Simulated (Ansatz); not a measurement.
Frontier orbitals of `NB(Br)Br`.

Z-matrix (Å, degrees):
```
N
B 1 1.381
H 1 1.006 2 122.4
H 1 1.006 2 122.4 3 -180.0
Br 2 1.922 1 120.1 3 180.0
Br 2 1.922 1 120.1 3 -0.0
```

Total charge 0; spin multiplicity 1. Correlated methods include outer-core shells of Br, which these sets cover unevenly. Scalar relativity is left out up to krypton. Geometry: relaxed with PBE0-D4/def2-TZVP. It is one conformer, not always the lowest. Basis def2-TZVPP, Ansatz 0.2.0.

```
             functional  HOMO (eV)  LUMO (eV)  gap (eV)
                    PBE      -6.81      -1.12      5.69
                 revPBE      -6.76      -1.02      5.74
                 r2SCAN      -7.15      -0.83      6.32
                   PBE0      -8.10      -0.19      7.91
HSE06 (plane-wave form)      -7.71      -0.57      7.14
                ωB97X-V     -10.45       2.04     12.49
                ωB97M-V     -10.31       1.89     12.20
```

A quarter of exact exchange (PBE0) shifts PBE's HOMO by −1.29 eV and its LUMO by +0.93 eV; full exchange at long range (ωB97M-V) shifts them by −3.49 and +3.01 eV. The gap opens from 5.69 to 12.19 eV, since occupied levels lose self-interaction and empty ones feel all the electrons. A positive LUMO is unbound and depends on the basis.
